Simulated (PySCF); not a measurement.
These 2 structures share the formula C6H8N2. The calculation used PBE0-D3(BJ)/def2-SVP geometry optimisation, gas phase (PySCF 2.14.0). One conformer each; no zero-point energy, no entropy. No frequencies were run at this level. Point groups hold within 0.08 Å.

Question: Order them by energy at this level, lowest first, and give relative energies in kcal/mol.
A. `[N:1]#[C:2][CH2:3][CH2:4][CH2:5][CH2:6][C:7]#[N:8]` with C2–C3–C4–C5 -61°, C3–C4–C5–C6 180°, C4–C5–C6–C7 61° (adiponitrile)
B. `[N:1]#[C:2][CH2:3][C@H:4]1[CH:5]=[N:6][CH2:7][CH2:8]1` with C2–C3–C4–C5 180°

Answer: A (0.0), B (0.9).

As drawn, the higher has a C=N bond, which the lower lacks. Neighbours under 2.5 kcal/mol apart (N#CCCCCC#N and N#CC[C@H]1C=NCC1) can change places with a better method, another conformer or zero-point energy.

```
          SMILES      E (Eh)  E rel (kcal/mol)  dipole (D)  point group       A, B, C (MHz)
      N#CCCCCC#N  -342.28079               0.0        0.00           Ci  6235, 846.9, 772.5
N#CC[C@H]1C=NCC1  -342.27939               0.9        1.93           C1    5529, 1230, 1075
```

Question: As an exercise, what shares would exp(−E/RT) give at 298.15 K from these electronic energies alone (no entropy, no degeneracies)?

Answer: RT = 0.592 kcal/mol: N#CCCCCC#N 81.5 %, N#CC[C@H]1C=NCC1 18.5 %.
